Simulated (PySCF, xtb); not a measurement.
MoOCl₃, SMILES [O]=[Mo+]([Cl])([Cl])[Cl], charge +1, multiplicity 1.

GFN2-xTB run with xtb at its own geometry gives an orbital gap of 3.81 eV.

Geometry optimised at PBE0-D3(BJ)/def2-SVP. The spin state was assumed, not searched. The isomer is the one that the SMILES or the coordinates give; other isomers of the formula were not compared. The def2 effective core potentials stand for the cores of Mo; spin–orbit coupling is left out.

Problem. What does B3LYP/def2-TZVP in PySCF give? (Estimate from the structure and the level; the computed values follow.)

Solution. gap 4.93 eV (levels -15.19 and -10.26 eV).
